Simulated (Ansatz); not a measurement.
This geometry of F4Hf + H3P (9 atoms, charge 0, multiplicity 1) is a first-order saddle point.

Theory: Ansatz, RKS r2SCAN-D4/def2-SVP.

```xyz
9
Properties=species:S:1:pos:R:3
Hf -0.433 -0.121 0.016
F -0.190 1.188 1.769
F 1.184 -1.010 0.491
F -0.324 1.410 -1.113
F -1.222 -1.398 -1.164
P -2.609 -0.321 1.744
H -3.257 -0.117 0.489
H -2.285 -1.695 1.535
H -1.152 0.751 2.006
```

(1) Which two structures does it join? (They come from a converged band through this point; their orientation in space is the band's.)

(2) How far does it lie above each of them?

Results:

(1) Bonds broken: P6–H9. Bonds formed: Hf1–P6, F2–H9. F4Hf + H3P becomes F4H3HfP.

Initial state:

```xyz
9
Properties=species:S:1:pos:R:3
Hf 0.118 -0.174 0.025
F 0.399 0.426 1.820
F 1.828 -0.200 -0.809
F -0.960 1.039 -0.988
F -0.543 -1.969 -0.048
P -3.303 -0.110 1.694
H -3.014 0.660 0.525
H -2.694 -1.297 1.177
H -2.120 0.313 2.376
```

Final state:

```xyz
9
Properties=species:S:1:pos:R:3
Hf -0.418 -0.206 -0.097
F -0.112 1.206 1.775
F 1.132 -1.052 0.632
F -0.301 1.466 -1.013
F -0.936 -1.397 -1.489
P -2.532 -0.353 1.523
H -3.573 -0.210 0.562
H -2.598 -1.768 1.673
H -0.952 1.001 2.205
```

(2) 1.46 eV above the first and 0.09 eV above the second. This is the barrier of this one path; another mechanism may lie lower. The orbitals stay closed-shell, which can raise the energy where a bond breaks towards radicals; this wasn't checked here.

The run took 12 min on 4 threads of AMD EPYC 7R43 64-Core Processor (Zen 3), on a shared host, peak memory 0.25 GiB.
